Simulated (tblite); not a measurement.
Species: C₃H₉BF₂Si.
Numbering: `[CH3:1][C@H:2]([CH2:3][SiH3:4])[B:5]([F:6])[F:7]` (hydrogens: H8, H9, H10 on C1; H11 on C2; H12, H13 on C3; H14, H15, H16 on Si4)

Computed with GFN2-xTB (tblite), gas phase: L-BFGS steps from a force-field or distance-geometry start until the largest atomic force falls under 0.01 eV/Å.

The end geometry, which sets the zero of energy:
```
atom  x, y, z in Å
C1     -0.7114   -1.3471    1.0638
C2     -0.7622   -0.4092   -0.1465
C3      0.6504   -0.1135   -0.6882
Si4     1.7591    0.8388    0.5312
B5     -1.5411    0.9391    0.1472
F6     -1.5664    1.9444   -0.7080
F7     -2.2389    1.1678    1.2421
H8     -0.2280   -0.8579    1.9056
H9     -1.7164   -1.6311    1.3670
H10    -0.1535   -2.2489    0.8210
H11    -1.3060   -0.9365   -0.9453
H12     0.5496    0.4724   -1.6035
H13     1.1226   -1.0558   -0.9737
H14     2.8713    1.4252   -0.2181
H15     2.2936   -0.0691    1.5505
H16     0.9696    1.8904    1.1785
```

Task: These geometries come from the run, each turned onto the end geometry. Order them by energy, lowest first.
A.
```
atom  x, y, z in Å
C1     -0.6300   -1.4973    0.9825
C2     -0.7598   -0.4245   -0.1151
C3      0.6186   -0.0331   -0.6776
Si4     1.7184    1.0191    0.4785
B5     -1.6027    0.8438    0.3164
F6     -1.3006    2.0617   -0.0901
F7     -2.6883    0.8006    1.0654
H8      0.3003   -1.3396    1.5227
H9     -1.4618   -1.4534    1.6836
H10    -0.6151   -2.5018    0.5628
H11    -1.3141   -0.8893   -0.9419
H12     0.4803    0.5348   -1.6017
H13     1.1505   -0.9473   -0.9476
H14     3.1119    0.6490    0.1677
H15     1.4540    0.7344    1.9021
H16     1.5308    2.4519    0.2157
```
B.
```
atom  x, y, z in Å
C1     -0.7260   -1.3990    1.0208
C2     -0.7652   -0.4166   -0.1527
C3      0.6554   -0.1055   -0.6709
Si4     1.7422    0.8857    0.5361
B5     -1.5203    0.9316    0.1918
F6     -1.7306    1.8742   -0.7082
F7     -1.9943    1.2302    1.3852
H8     -0.2214   -0.9547    1.8748
H9     -1.7355   -1.6673    1.3253
H10    -0.1969   -2.3060    0.7353
H11    -1.3026   -0.9098   -0.9754
H12     0.5629    0.4666   -1.5960
H13     1.1425   -1.0460   -0.9352
H14     2.9496    1.2928   -0.1853
H15     2.1314    0.0671    1.6876
H16     1.0013    2.0654    0.9905
```
C.
```
atom  x, y, z in Å
C1     -0.6668   -1.4987    0.9672
C2     -0.7541   -0.4030   -0.1039
C3      0.6398   -0.0884   -0.6802
Si4     1.7223    1.0278    0.4240
B5     -1.5275    0.8852    0.3885
F6     -1.3181    2.0906   -0.1043
F7     -2.4968    0.8519    1.2834
H8      0.0176   -1.2062    1.7610
H9     -1.6455   -1.6903    1.4005
H10    -0.2982   -2.4240    0.5275
H11    -1.3571   -0.8204   -0.9270
H12     0.5156    0.4058   -1.6463
H13     1.1460   -1.0358   -0.8815
H14     3.1313    0.7227    0.1646
H15     1.4235    0.7605    1.8339
H16     1.4603    2.4314    0.1162
```
D.
```
atom  x, y, z in Å
C1     -0.7050   -1.4554    0.9936
C2     -0.7757   -0.4286   -0.1442
C3      0.6279   -0.0851   -0.6926
Si4     1.7059    0.9512    0.4876
B5     -1.4965    0.9145    0.2797
F6     -1.5803    1.9554   -0.5222
F7     -2.0250    1.1245    1.4706
H8     -0.2831   -1.0114    1.8903
H9     -1.6991   -1.8194    1.2396
H10    -0.0899   -2.3062    0.7089
H11    -1.3356   -0.8907   -0.9704
H12     0.5057    0.4554   -1.6346
H13     1.1377   -1.0191   -0.9376
H14     3.0596    0.9971   -0.0734
H15     1.7514    0.3089    1.8030
H16     1.1941    2.3178    0.6253
```
E.
```
atom  x, y, z in Å
C1     -0.5495   -1.3507    0.9763
C2     -0.7532   -0.3619   -0.1807
C3      0.6303   -0.0104   -0.7251
Si4     1.7075    0.9419    0.5266
B5     -1.6966    0.8032    0.2545
F6     -1.5428    2.0864   -0.0138
F7     -2.7946    0.5394    0.9474
H8      0.4652   -1.2533    1.3416
H9     -1.2218   -1.1454    1.8005
H10    -0.6857   -2.3716    0.6414
H11    -1.3215   -0.8912   -0.9557
H12     0.5625    0.5142   -1.6811
H13     1.1350   -0.9621   -0.9274
H14     3.0782    0.5276    0.2387
H15     1.4013    0.5613    1.9152
H16     1.5781    2.3815    0.3656
```

Result: B (0.005 eV), D (0.028 eV), C (0.048 eV), A (0.104 eV), E (0.255 eV).

In the order of the answer:

```tsv
step	E above end (eV)	largest force (eV/Å)	rms force component (eV/Å)	rms distance from end (Å)	rms bond change (Å)	bond most changed (Å)
162	0.005	0.02	0.009	0.140	0.001	C2–C3 +0.002
121	0.028	0.14	0.035	0.314	0.002	C2–C3 +0.004
56	0.048	0.07	0.024	0.561	0.002	Si4–H16 -0.005
32	0.104	0.18	0.065	0.613	0.005	Si4–H14 +0.011
5	0.255	0.53	0.129	0.663	0.008	C2–B5 -0.024
```

What follows is the cost of the whole relaxation. On one thread of an Arm Neoverse V2, no GPU, shared host, this took 0.91 s of wall time.
